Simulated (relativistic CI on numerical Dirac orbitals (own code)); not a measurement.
**One change at a time: Hf XXVI**

Base calculation: Dirac-Coulomb-Breit CI, KLI orbitals optimised for each configuration, a model potential for QED, unscaled Slater integrals.

Configurations in the expansion (outside the closed core [Ar] 3d10): 4s2 4p6 4d10 4f, 4s2 4p6 4d10 5s, 4s2 4p6 4d9 4f2, 4s2 4p6 4d10 5p, 4s2 4p5 4d10 4f2, 4s2 4p6 4d10 5d, 4s2 4p6 4d9 4f 5s, 4s 4p6 4d10 4f2, 4s2 4p6 4d10 5f, 4s2 4p6 4d9 4f 5p, 4s2 4p6 4d10 6s, 4s2 4p6 4d10 5g, 4s2 4p6 4d10 6p, 4s2 4p6 4d10 6d, 4s2 4p6 4d10 6f, 4s2 4p5 4d10 4f 5s, 4s2 4p6 4d10 7s, 4s2 4p6 4d10 7p, 4s2 4p6 4d9 4f 5f, 4s 4p6 4d10 5s2, 4s2 4p6 4d10 8s, 4s2 4p6 4d9 4f 6p. Double excitations out of closed p, d and f shells are left out; levels of such configurations are missing from the list, as are those of other unlisted configurations, and high levels can miss mixing partners.

Variants: (1) valence Slater integrals scaled by 0.9; (2) Breit term removed; (3) one mean potential for all configurations. Shifts of the energy above 4s2 4p6 4d10 4f 2F°_5/2, in cm⁻¹, for the lowest level and the first level of each name with at least 55 % of one term (blank where a level changes its place among those of its configuration and J or its character, or is not in the variant):

```tsv
Level	Base	Δ(1)	Δ(2)	Δ(3)
4s2 4p6 4d10 4f 2F°_5/2	0	0	0	0
4s2 4p6 4d10 4f 2F°_7/2	23861	0	+1302	-86
4s2 4p6 4d10 5s 2S_1/2	901393	+2457	-3228	+152
4s2 4p6 4d10 5p 2P°_1/2	1237505	+949	-5185	+470
4s2 4p6 4d10 5p 2P°_3/2	1423316	+990	-3149	+840
4s2 4p6 4d9 4f2 4F_3/2	1453671	+10159	+2550	-612
4s2 4p6 4d9 4f2 4F_5/2	1458258	+9619	+2468	-612
4s2 4p6 4d9 4f2 4F_7/2	1470805	+9143	+3147	-644
4s2 4p6 4d9 4f2 4F_9/2	1488304	+8730	+4212	-699
4s2 4p6 4d9 4f2 4K_15/2	1505988	+6242	+4806	-650
4s2 4p6 4d9 4f2 4D_3/2	1508657	+5564	+2885	-611
4s2 4p6 4d9 4f2 4K_17/2	1514490	+6630	+6028	-716
4s2 4p6 4d9 4f2 4D_1/2	1519773	+5005	+3095	-621
4s2 4p6 4d9 4f2 4H_13/2	1521025	+5019	+4700	-654
4s2 4p6 4d9 4f2 2D_3/2	1540281	+3261	+3541	-648
4s2 4p6 4d9 4f2 4P_1/2	1544737	+2457	+3116	-597
4s2 4p6 4d9 4f2 2I_13/2	1548890	+3745	+5342	-710
4s2 4p6 4d9 4f2 2L_17/2	1552747	+2139	+5651	-686
4s2 4p6 4d9 4f2 4I_15/2	1552959	+3162	+5668	-693
4s2 4p6 4d9 4f2 2H_11/2	1559740	+2751	+5092	-708
```

At this charge energies of transitions that change n are usually good to better than 1 %, and those within a shell (Δn = 0) to a few per cent.

Ionisation energy from the two ground configurations alone: base 765.722 eV. The NIST ASD value (theoretical) is 772 eV.

LS names give the leading component of a level, which can be under half, so a name can repeat, a term be missing and a line seem to break the LS rules.
